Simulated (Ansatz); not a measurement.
`S=CBS`, relaxed with RKS PBE0-D4/def2-TZVP in Ansatz 0.2.0 from a GFN2-xTB geometry. The force threshold is 0.005 eV/Å; the program also tests the step.

Charge 0, multiplicity 1.

Start:

```xyz
7

S     1.735   -0.054   -1.927
C     0.550    0.481   -0.936
B    -0.026   -0.342    0.234
S    -1.273    0.426    1.225
H     0.171    1.480   -1.146
H     0.337   -1.426    0.465
H    -1.494   -0.565    2.085
```

**Question.** How much energy does the relaxation release, and in how many steps? (Estimate.)

**Answer.** Ansatz gave: 0.02 eV, in 5 steps, 1 of them rejected.

**Question.** Which bonds change most? (Estimate.)

**Answer.** The calculation gave: B3–H6 from 1.166 to 1.189 Å; S1–C2 from 1.634 to 1.616 Å; C2–B3 from 1.542 to 1.558 Å; S4–H7 from 1.330 to 1.343 Å.

**Question.** Give the relaxed structure. (Best estimate.)

**Answer.** Ansatz gave: 
```xyz
7

S     1.734   -0.063   -1.905
C     0.553    0.491   -0.951
B    -0.028   -0.344    0.229
S    -1.275    0.437    1.225
H     0.161    1.493   -1.148
H     0.346   -1.449    0.459
H    -1.491   -0.566    2.091
```
